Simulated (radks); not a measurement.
The numbers below are computed, except where a source is named.
S, 16 electrons, occupied as [Ne] 3s2 3p4. Level of theory: scalar-relativistic Kohn-Sham, r2SCAN, spin-polarised, spherical densities, finite nucleus; open shells are filled with parallel spins first; meta-GGA in the generalised Kohn-Sham scheme; Fermi nuclear charge, rms radius 3.2611 fm (a radial shooting solver on a logarithmic mesh with Libxc functionals).

Unscreened Slater integrals over Kohn-Sham orbitals (hartree). They are taken over the spin-up orbitals.

| integral | value |
|---|---|
| F0(3p,3p) | 0.44764 |
| F2(3p,3p) | 0.22334 |
| F0(3p,3s) | 0.48474 |
| G1(3p,3s) | 0.31664 |
| F0(3p,2p) | 0.61554 |
| F2(3p,2p) | 0.093470 |
| G0(3p,2p) | 0.036339 |
| G2(3p,2p) | 0.035799 |
| F0(3s,3s) | 0.53212 |
| F0(3s,2p) | 0.70983 |
| G1(3s,2p) | 0.048254 |
| F0(2p,2p) | 2.0782 |
| F2(2p,2p) | 0.96204 |

Derived for the open shells (J is the average intra-shell exchange parameter used in DFT+U). 3p: J = F2/5 = 0.04467 hartree; in LS coupling 1D lies 6 F2/25 = 0.05360 hartree above 3P.
